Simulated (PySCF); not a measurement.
Several molecules and their computed UV-vis stick spectra, shuffled. Theory: TDDFT PBE0/def2-SVPD, vertical, gas phase, core orbitals frozen in the response in PySCF 2.14.0, density-fitted response routines. Geometries: PBE0-D3(BJ)/def2-SVP; one conformer of each isolated species. Triplets are in the Tamm–Dancoff approximation. Atoms past krypton carry core potentials; spin–orbit coupling is left out. Ions are computed without counter-ions or solvent.

A. `[O]=[Mn](=[O])(=[O])[O-]`
B. `O=C(F)C1CC1`
C. `[NH3]->[Cu][I]`
D. `[H]/N=C\C=C`

Lowest singlet levels (six at most, fewer where fewer were computed) with oscillator strengths:

1. 311 nm (f 0.018 summed over 2 states); 263 nm (f 0.032); 245 nm (f 0.000 summed over 2 states); 235 nm (f 0.000 summed over 3 states); 227 nm (f 0.000 summed over 2 states); 222 nm (f 0.052); T1 3.87 eV
2. 202 nm (f 0.000); 163 nm (f 0.014); 162 nm (f 0.240); 144 nm (f 0.004); 143 nm (f 0.041); 141 nm (f 0.004)
3. 480 nm (f 0.000 summed over 3 states); 393 nm (f 0.029 summed over 3 states); 304 nm (f 0.000 summed over 3 states) [of 10 roots; the last level is left out, as the window may have cut its degenerate partner]; T1 2.03 eV
4. 270 nm (f 0.003); 197 nm (f 0.559); 169 nm (f 0.001); 165 nm (f 0.000); 163 nm (f 0.050); 162 nm (f 0.018); T1 3.45 eV

**Question.** Which spectrum belongs to which structure?

**Answer.** 1 = C, 2 = B, 3 = A, 4 = D.
- A: S1 at 2.58 eV, HOMO-2/HOMO-1/HOMO→LUMO/LUMO+1 (≥96%); for S1 the Löwdin share of manganese is at most 1% in HOMO and 52% in LUMO (ligand-to-metal charge transfer by this measure); HOMO -3.25 and LUMO 1.39 eV; point group Td, 6 of its 9 listed states under f = 0.0005.
- B: S1 at 6.13 eV, HOMO→LUMO (97%); Löwdin shares by element: HOMO oxygen 67%, carbon 19% or more, fluorine 9%; LUMO carbon 44% or more, oxygen 27%, fluorine 11% (atoms not listed hold the other 17%); HOMO -9.02 and LUMO -0.53 eV; point group Cs, 1 of its 6 listed states under f = 0.0005.
- C: S1 at 3.99 eV, HOMO-1/HOMO→LUMO (≥94%); for S1 the Löwdin share of copper is 14% in HOMO and 46% in LUMO; HOMO -6.04 and LUMO -1.10 eV; point group C3v, 7 of its 11 listed states under f = 0.0005.
- D: S1 at 4.59 eV, HOMO→LUMO (98%); Löwdin shares by element: HOMO nitrogen 62%, carbon 22% or more, hydrogen 9% or more; LUMO carbon 64%, nitrogen 24%; HOMO -7.79 and LUMO -1.49 eV; point group Cs, 1 of its 6 listed states under f = 0.0005.

A slash joins orbitals within 0.01 eV of each other, whose weights are summed (≥ marks a lower bound).
